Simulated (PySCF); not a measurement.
Below is a simulated gas-phase B 1s photoelectron spectrum of `COB(CC#[N+][BH3-])OC`.

Every computed line was given a Gaussian of 0.6 eV full width at half maximum and an area set by the number of equivalent atoms; the highest printed point is 100. The calculation used PySCF 2.14.0, delta-SCF UKS SCAN, pcX-2 on the ionised atom, pcseg-1 elsewhere, spin-free X2C.

binding energy (eV), intensity and a bar:
```
    192.9          1 
    193.0          2 #
    193.1          5 #
    193.2         12 ###
    193.3         24 #######
    193.4         44 #############
    193.5         67 ####################
    193.6         89 ###########################
    193.7        100 ##############################
    193.8         97 #############################
    193.9         80 ########################
    194.0         57 #################
    194.1         35 ##########
    194.2         18 #####
    194.3          8 ##
    194.4          3 #
    194.5          1 
    194.6          0 
    194.7          0 
    194.8          0 
    194.9          0 
    195.0          0 
    195.1          0 
    195.2          0 
    195.3          0 
    195.4          0 
    195.5          0 
    195.6          0 
    195.7          0 
    195.8          0 
    195.9          0 
    196.0          0 
    196.1          0 
    196.2          0 
    196.3          0 
    196.4          0 
    196.5          0 
    196.6          0 
    196.7          0 
    196.8          0 
    196.9          0 
    197.0          1 
    197.1          4 #
    197.2         11 ###
    197.3         22 #######
    197.4         41 ############
    197.5         64 ###################
    197.6         86 ##########################
    197.7         99 ##############################
    197.8         98 #############################
    197.9         83 #########################
    198.0         60 ##################
    198.1         37 ###########
    198.2         20 ######
    198.3          9 ###
    198.4          4 #
    198.5          1 
    198.6          0
```

Q: Count the maxima, the lines and the sites behind this envelope.

A: The curve has 2 maxima (at 193.7 and 197.7 eV). Under it lie 2 lines from 2 inequivalent boron sites.

Q: Decompose the envelope and assign each component. Numbering: `[BH3-:1][N+:2]#[C:3][CH2:4][B:5]([O:6][CH3:7])[O:8][CH3:9]`.

A: 
```json
{"position (eV)": "193.73", "relative area": "1", "line": "B 1s", "atoms": "B1", "environment": "four-coordinate boron"}
{"position (eV)": "197.74", "relative area": "1", "line": "B 1s", "atoms": "B5", "environment": "three-coordinate boron"}
```

Q: Above which line width would these two lines show one maximum?

A: Two equal Gaussians merge once their distance is under 2σ = FWHM/1.177. With 4.01 eV between them that is a full width over 4.72 eV.

The listed B 1s values span 4.01 eV, from B1 (bonded to N and 3 H) to B5 (bonded to 2 O and C).

Shake-up satellites, vibrational structure and lifetime widths aren't simulated. Geometry: PBE0-D3(BJ)/def2-SVP, one conformer, isolated molecule.

The run took 4.6 min of wall time on an Intel Xeon at 2.70 GHz with one thread (shared host), and the process peaked at 0.69 GiB of memory.

The values belong to the conformer `[BH3-:1][N+:2]#[C:3][CH2:4][B:5]([O:6][CH3:7])[O:8][CH3:9]`: C3–C4–B5–O6 -50°, C4–B5–O6–C7 1°, C4–B5–O8–C9 179°.
